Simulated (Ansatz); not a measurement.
`[InH2]` radical, 3 atoms. Charge 0, multiplicity 2. Correlated methods include outer-core shells of In, which these sets cover unevenly. In: def2 effective core potential. All runs use 2 threads of a server CPU on a shared host. Correlated methods freeze the cores. Open-shell runs search over several starts.

Q: Give the basis size and wall time and peak host memory of each of these runs in Ansatz. UKS PBE0-D4/def2-QZVPP energy; UKS CAM-B3LYP-D4/def2-TZVPP energy; UHF-CCSD(T)/def2-TZVPP energy; UKS ωB97M-V/def2-SVP energy; UKS PBE0-D4/def2-TZVP relaxation (4 steps); UKS ωB97M-V/def2-QZVPP energy; UHF-CCSD(T)/def2-SVP energy; direct RPA on PBE orbitals/def2-TZVPP energy; UKS revPBE-D4/def2-TZVPP energy; UKS PBE0-D4/def2-SVP energy; UKS BLYP-D4/def2-TZVPP energy; UKS PBE0-D4/def2-TZVP frequencies. (Estimate.)

A: Computed: Other jobs shared the machine, so times are rough.

```json
{"level": "UHF-CCSD(T)/def2-SVP", "job": "energy", "functions": "36", "wall time": "0.5 s", "peak host memory (GiB)": "0.11"}
{"level": "UKS PBE0-D4/def2-SVP", "job": "energy", "functions": "36", "wall time": "0.65 s", "peak host memory (GiB)": "0.1"}
{"level": "UKS revPBE-D4/def2-TZVPP", "job": "energy", "functions": "78", "wall time": "0.85 s", "peak host memory (GiB)": "0.13"}
{"level": "UKS BLYP-D4/def2-TZVPP", "job": "energy", "functions": "78", "wall time": "0.95 s", "peak host memory (GiB)": "0.13"}
{"level": "UKS CAM-B3LYP-D4/def2-TZVPP", "job": "energy", "functions": "78", "wall time": "1.1 s", "peak host memory (GiB)": "0.15"}
{"level": "UKS PBE0-D4/def2-QZVPP", "job": "energy", "functions": "142", "wall time": "1.7 s", "peak host memory (GiB)": "0.22"}
{"level": "direct RPA on PBE orbitals/def2-TZVPP", "job": "energy", "functions": "78", "wall time": "1.7 s", "peak host memory (GiB)": "0.17"}
{"level": "UKS ωB97M-V/def2-SVP", "job": "energy", "functions": "36", "wall time": "2.5 s", "peak host memory (GiB)": "0.18"}
{"level": "UHF-CCSD(T)/def2-TZVPP", "job": "energy", "functions": "78", "wall time": "2.5 s", "peak host memory (GiB)": "0.33"}
{"level": "UKS PBE0-D4/def2-TZVP", "job": "relaxation (4 steps)", "functions": "62", "wall time": "5.5 s", "peak host memory (GiB)": "0.14"}
{"level": "UKS ωB97M-V/def2-QZVPP", "job": "energy", "functions": "142", "wall time": "6 s", "peak host memory (GiB)": "0.33"}
{"level": "UKS PBE0-D4/def2-TZVP", "job": "frequencies", "functions": "62", "wall time": "11 s", "peak host memory (GiB)": "0.14"}
```
